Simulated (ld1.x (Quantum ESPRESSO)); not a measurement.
**Scattering properties, TM semilocal potential for K**

| Item | Value |
| --- | --- |
| Element | K (Z = 19) |
| Generator | ld1.x (Quantum ESPRESSO) 7.5 |
| Type | norm-conserving Troullier–Martins (semilocal form) |
| Functional | LDA (PZ) |
| Relativity | scalar-relativistic |
| Frozen core | [Ne] |
| Valence charge | 9 |
| Reference configuration | 3s2 3p6 3d1 4s0 4p0 |
| Partial waves | 3s (bound): rc 1.60 bohr; 3d (bound): rc 4.20 bohr; 3p (bound): rc 2.25 bohr |
| Local potential | the p channel |
| Core correction | none |

The phase is arctan(r·u′/u) with u = r·R(r), unwrapped; energies in Ry, scanned from -5 to 5 Ry. A pole is an energy at which the radial function vanishes at the test radius. The pseudo phase is shifted by a multiple of π to meet the all-electron one at the reference energy, and phase errors are pseudo minus all-electron; the curves can meet again beyond the range given. Levels narrower than the energy grid can be missing from the lists of poles.

| channel | radius (bohr) | reference energy (Ry) | poles, all-electron | poles, pseudo | unbroken range about the reference energy with phases within 0.05 rad | phase error 1 Ry above the reference energy (rad) |
| --- | --- | --- | --- | --- | --- | --- |
| s | 4.54 | -2.68 | 0.28, 2.88 | 0.25, 2.68 | below -0.4 | -0.000 |
| p | 4.54 | -1.48 | 0.71, 3.37 | 0.71, 3.34 | below 1.8 | +0.000 |
| d | 4.54 | -0.05 | 0.16, 1.56, 4.12 | 0.19, 2.24 | below 0.2 | +1.300 |

Phases in the d channel:

```json
{"E (Ry)": "-5.00", "all-electron": "1.472", "pseudo": "1.472"}
{"E (Ry)": "-4.48", "all-electron": "1.466", "pseudo": "1.467"}
{"E (Ry)": "-3.96", "all-electron": "1.460", "pseudo": "1.460"}
{"E (Ry)": "-3.44", "all-electron": "1.452", "pseudo": "1.452"}
{"E (Ry)": "-2.92", "all-electron": "1.442", "pseudo": "1.442"}
{"E (Ry)": "-2.40", "all-electron": "1.428", "pseudo": "1.429"}
{"E (Ry)": "-1.88", "all-electron": "1.410", "pseudo": "1.410"}
{"E (Ry)": "-1.36", "all-electron": "1.381", "pseudo": "1.382"}
{"E (Ry)": "-0.84", "all-electron": "1.328", "pseudo": "1.331"}
{"E (Ry)": "-0.32", "all-electron": "1.161", "pseudo": "1.169"}
{"E (Ry)": "0.20", "all-electron": "-1.637", "pseudo": "-1.585"}
{"E (Ry)": "0.72", "all-electron": "-3.243", "pseudo": "-2.125"}
{"E (Ry)": "1.24", "all-electron": "-4.597", "pseudo": "-4.249"}
{"E (Ry)": "1.76", "all-electron": "-4.763", "pseudo": "-4.611"}
{"E (Ry)": "2.28", "all-electron": "-4.951", "pseudo": "-4.719"}
{"E (Ry)": "2.80", "all-electron": "-7.030", "pseudo": "-4.806"}
{"E (Ry)": "3.32", "all-electron": "-7.719", "pseudo": "-4.990"}
{"E (Ry)": "3.84", "all-electron": "-7.821", "pseudo": "-7.137"}
{"E (Ry)": "4.36", "all-electron": "-7.880", "pseudo": "-7.710"}
{"E (Ry)": "4.88", "all-electron": "-7.944", "pseudo": "-7.803"}
```
